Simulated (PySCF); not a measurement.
C₆H₆, SMILES C=C1C=CC=C1. Coordinates come from a PBE-D3(BJ)/def2-SVP optimisation.

Method: PySCF 2.14.0 with PBE-D3(BJ)/def2-SVP.

Harmonic wavenumbers (cm⁻¹): 206, 334, 476, 628, 661, 670, 751, 772, 779, 893, 900, 920, 921, 928, 1000, 1049, 1054, 1204, 1302, 1321, 1389, 1505, 1580, 1665, 3076, 3142, 3152, 3171, 3175, 3178. Rotational constants (GHz): 8.116, 3.754, 2.567; symmetry number 2.

Work out the zero-point energy and the ideal-gas rigid-rotor harmonic-oscillator thermochemistry at 298.15 K and 1 atm.

ZPE = ½ Σ hcν = ½ × 41804 cm⁻¹ = 250.04 kJ/mol. H − E(el) = 265.87 kJ/mol. Entropy in J/(mol K): translation 163.10, rotation 102.28, vibration 28.86, total 294.23. G − E(el) = 178.14 kJ/mol. Cp = 91.16 J/(mol K).
